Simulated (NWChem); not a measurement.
System: diboron tetrachloride (B2Cl4); SMILES B(Cl)(B(Cl)Cl)Cl

The following NWChem deck was run.

```
start job
memory heap 200 mb stack 900 mb global 1100 mb
geometry units angstroms noautoz
  Cl    -1.093199     1.733105     1.038435
  B      0.000000     0.848362     0.000000
  Cl     1.093199     1.733105    -1.038435
  B      0.000000    -0.848362     0.000000
  Cl    -1.093199    -1.733105    -1.038435
  Cl     1.093199    -1.733105     1.038435
end
basis spherical
  * library def2-tzvp
end
dft
  xc b3lyp
  iterations 150
  semidirect filesize 400000000
  mulliken
end
task dft energy
```

NWChem printed, in part:

```
             Northwest Computational Chemistry Package (NWChem) 7.3.0
             --------------------------------------------------------

 D2  symmetry detected

                             Geometry "geometry" -> ""
                             -------------------------

 Output coordinates in angstroms (scale by  1.889725989 to convert to a.u.)

  No.       Tag          Charge          X              Y              Z
 ---- ---------------- ---------- -------------- -------------- --------------
    1 Cl                  17.0000    -1.09319900     1.73310500     1.03843500
    2 B                    5.0000     0.00000000     0.84836200     0.00000000
    3 Cl                  17.0000     1.09319900     1.73310500    -1.03843500
    4 B                    5.0000     0.00000000    -0.84836200     0.00000000
    5 Cl                  17.0000    -1.09319900    -1.73310500    -1.03843500
    6 Cl                  17.0000     1.09319900    -1.73310500     1.03843500

 Effective nuclear repulsion energy (a.u.)     422.6543325832

      Symmetry information
      --------------------

 Group name             D2
 Group number             11
 Group order               4
 No. of unique centers     2

                                 NWChem DFT Module
                                 -----------------

 Summary of "ao basis" -> "ao basis" (spherical)
 ------------------------------------------------------------------------------
       Tag                 Description            Shells   Functions and Types
 ---------------- ------------------------------  ------  ---------------------
 Cl                        def2-tzvp                13       37   5s5p2d1f
 B                         def2-tzvp                11       31   5s3p2d1f

      Symmetry analysis of basis
      --------------------------

        a1         54
        b1         51
        b2         54
        b3         51

            General Information
            -------------------
          SCF calculation type: DFT
          Wavefunction type:  closed shell.
          No. of atoms     :     6
          No. of electrons :    78
           Alpha electrons :    39
            Beta electrons :    39
          Charge           :     0
          Spin multiplicity:     1
          Use of symmetry is: on ; symmetry adaption is: on
          Maximum number of iterations: 150
          AO basis - number of functions:   210
                     number of shells:    74
          Convergence on energy requested:  1.00D-06
          Convergence on density requested:  1.00D-05
          Convergence on gradient requested:  5.00D-04

              XC Information
              --------------
                         B3LYP Method XC Potential
                     Hartree-Fock (Exact) Exchange  0.200
                        Slater Exchange Functional  0.800 local
                    Becke 1988 Exchange Functional  0.720 non-local
              Lee-Yang-Parr Correlation Functional  0.810
                  VWN I RPA Correlation Functional  0.190 local

             Grid Information
             ----------------
          Grid used for XC integration:  medium
          Radial quadrature: Mura-Knowles
          Angular quadrature: Lebedev.
          Tag              B.-S. Rad. Rad. Pts. Rad. Cut. Ang. Pts.
          ---              ---------- --------- --------- ---------
          Cl                  1.00       88          11.0       590
          B                   0.85       49          10.0       434
          Grid pruning is: on
          Number of quadrature shells:   137
          Spatial weights used:  Erf1

      Superposition of Atomic Density Guess
      -------------------------------------

 Sum of atomic energies:       -1886.98018011

      Non-variational initial energy
      ------------------------------

 Total energy =   -1888.790343
 1-e energy   =   -3448.045994
 2-e energy   =    1136.601319
 HOMO         =      -0.312162
 LUMO         =      -0.003007

      Symmetry analysis of molecular orbitals - initial
      -------------------------------------------------

  Numbering of irreducible representations:

     1 a1          2 b1          3 b2          4 b3

  Orbital symmetries:

     1 a1          2 b2          3 b3          4 b1          5 a1
     6 b2          7 b3          8 b1          9 a1         10 b2
    11 b3         12 b1         13 a1         14 b2         15 b1
    16 b3         17 b3         18 b1         19 b2         20 a1
    21 a1         22 b2         23 a1         24 b2         25 b3
    26 b1         27 a1         28 b2         29 b3         30 a1
    31 b1         32 b1         33 b3         34 b2         35 a1
    36 b2         37 b3         38 b1         39 a1         40 b1
    41 b3         42 b2         43 a1         44 a1         45 b2
    46 b3         47 b1         48 b2         49 b3

------------------------------------------------------------
EAF file 0: "./job.aoints.0" size=246939648 bytes
------------------------------------------------------------
               write      read    awrite     aread      wait
               -----      ----    ------     -----      ----
     calls:      471         0         0         0         0
   data(b): 2.47e+08  0.00e+00  0.00e+00  0.00e+00
   time(s): 0.00e+00  0.00e+00  0.00e+00  0.00e+00  0.00e+00
rate(mb/s): 0.00e+00  0.00e+00
------------------------------------------------------------

     ---------------------------------------------
      Total Density - Mulliken Population Analysis
     ---------------------------------------------

    Atom       Charge   Shell Charges
 -----------   ------   -------------------------------------------------------
    1 Cl  17    17.26   2.01  0.45  1.52  1.11  0.82  4.19  1.69  1.11  2.92  1.43  0.01  0.02  0.00
    2 B    5     4.48   0.92  1.06  0.54  0.48  0.06  0.62  0.59  0.05  0.04  0.10  0.02
    3 Cl  17    17.26   2.01  0.45  1.52  1.11  0.82  4.19  1.69  1.11  2.92  1.43  0.01  0.02  0.00
    4 B    5     4.48   0.92  1.06  0.54  0.48  0.06  0.62  0.59  0.05  0.04  0.10  0.02
    5 Cl  17    17.26   2.01  0.45  1.52  1.11  0.82  4.19  1.69  1.11  2.92  1.43  0.01  0.02  0.00
    6 Cl  17    17.26   2.01  0.45  1.52  1.11  0.82  4.19  1.69  1.11  2.92  1.43  0.01  0.02  0.00

   convergence    iter        energy       DeltaE   RMS-Dens  Diis-err
 ---------------- ----- ----------------- --------- --------- ---------
 d= 0,ls=0.0,diis     1  -1890.6593293049 -2.31D+03  5.35D-03  2.39D+00
 d= 0,ls=0.0,diis     2  -1890.5275770897  1.32D-01  5.00D-03  1.93D+00
 d= 0,ls=0.0,diis     3  -1890.7119383510 -1.84D-01  1.92D-03  5.43D-01
 d= 0,ls=0.0,diis     4  -1890.7876467103 -7.57D-02  2.24D-04  2.72D-03
 d= 0,ls=0.0,diis     5  -1890.7878733715 -2.27D-04  5.98D-05  2.19D-04
  Resetting Diis
 d= 0,ls=0.0,diis     6  -1890.7879032592 -2.99D-05  1.76D-05  1.37D-05
 d= 0,ls=0.0,diis     7  -1890.7879048583 -1.60D-06  4.74D-06  3.16D-07
 d= 0,ls=0.0,diis     8  -1890.7879048215  3.68D-08  2.48D-06  6.01D-07

         Total DFT energy =    -1890.787904821502
      One electron energy =    -3450.731468756715
           Coulomb energy =     1258.580626461618
    Exchange-Corr. energy =     -121.291395109594
 Nuclear repulsion energy =      422.654332583189

 Numeric. integr. density =       77.999998644540

                  Occupations of the irreducible representations
                  ----------------------------------------------

                     irrep           alpha         beta
                     --------     --------     --------
                     a1               11.0         11.0
                     b1                9.0          9.0
                     b2               10.0         10.0
                     b3                9.0          9.0

                       DFT Final Molecular Orbital Analysis
                       ------------------------------------

 Vector   37  Occ=2.000000D+00  E=-3.359003D-01  Symmetry=b3
              MO Center=  1.6D-14, -5.0D-10,  5.9D-13, r^2= 6.3D+00
   Bfn.  Coefficient  Atom+Function         Bfn.  Coefficient  Atom+Function
  ----- ------------  ---------------      ----- ------------  ---------------
    16      0.195359  1 Cl py                84     -0.195359  3 Cl py
   152     -0.195359  5 Cl py               189      0.195359  6 Cl py
    17     -0.164820  1 Cl pz                85     -0.164820  3 Cl pz
   153      0.164820  5 Cl pz               190      0.164820  6 Cl pz
    19      0.128049  1 Cl py                87     -0.128049  3 Cl py

 Vector   38  Occ=2.000000D+00  E=-3.352771D-01  Symmetry=b1
              MO Center=  2.2D-14,  5.0D-10, -6.0D-15, r^2= 6.3D+00
   Bfn.  Coefficient  Atom+Function         Bfn.  Coefficient  Atom+Function
  ----- ------------  ---------------      ----- ------------  ---------------
    16      0.197270  1 Cl py                84     -0.197270  3 Cl py
   152      0.197270  5 Cl py               189     -0.197270  6 Cl py
    15      0.169726  1 Cl px                83      0.169726  3 Cl px
   151     -0.169726  5 Cl px               188     -0.169726  6 Cl px
    19      0.129427  1 Cl py                87     -0.129427  3 Cl py

 Vector   39  Occ=2.000000D+00  E=-3.047894D-01  Symmetry=a1
              MO Center= -2.7D-14,  1.6D-14, -1.0D-15, r^2= 5.0D+00
   Bfn.  Coefficient  Atom+Function         Bfn.  Coefficient  Atom+Function
  ----- ------------  ---------------      ----- ------------  ---------------
    16      0.244317  1 Cl py                84      0.244317  3 Cl py
   152     -0.244317  5 Cl py               189     -0.244317  6 Cl py
    44     -0.203205  2 B  py               112      0.203205  4 B  py
    41      0.187464  2 B  s                109      0.187464  4 B  s
    19      0.174797  1 Cl py                87      0.174797  3 Cl py

[...]
```

Level: B3LYP/def2-TZVP. The geometry was optimised at PBE0/def2-SVP.
